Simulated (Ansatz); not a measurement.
Ansatz (a first-principles code) input:

Ansatz 0.2 input:
```yaml
crystal:
  periodic: [false, false, false]
  atoms:
    - {symbol: Si, position_ang: [2.25594010, 0.22022736, 0.39765481]}
    - {symbol: C, position_ang: [0.41214709, 0.03137484, 0.05326775]}
    - {symbol: C, position_ang: [-0.10710460, -0.51501174, -1.12268025]}
    - {symbol: N, position_ang: [-1.41545593, -0.63908092, -1.34531080]}
    - {symbol: C, position_ang: [-2.22013235, -0.21076763, -0.37829542]}
    - {symbol: C, position_ang: [-1.72220904, 0.33703581, 0.80154760]}
    - {symbol: N, position_ang: [-0.41898530, 0.45962037, 1.02112152]}
    - {symbol: H, position_ang: [2.61624582, -0.54801226, 1.60920631]}
    - {symbol: H, position_ang: [3.01396275, -0.29841374, -0.76522796]}
    - {symbol: H, position_ang: [2.57879875, 1.64872839, 0.60505890]}
    - {symbol: H, position_ang: [0.55358407, -0.86331975, -1.90930103]}
    - {symbol: H, position_ang: [-3.28830033, -0.30381533, -0.54201829]}
    - {symbol: H, position_ang: [-2.39257044, 0.68208580, 1.58140165]}
basis:
  gaussian:
    orbitals: def2-TZVPD
hamiltonian:
  xc: {name: B3LYP}
magnetization: {spin_polarized: true, initial_magnetization: 2}
```

Task: What final total energy does it print?

Result: -555.02586 Eh (B3LYP/def2-TZVPD). The basis has 319 functions.

This state (charge 0, triplet) is run at the relaxed geometry of the species with charge 0 and multiplicity 1, and is a spin state other than that species' own.
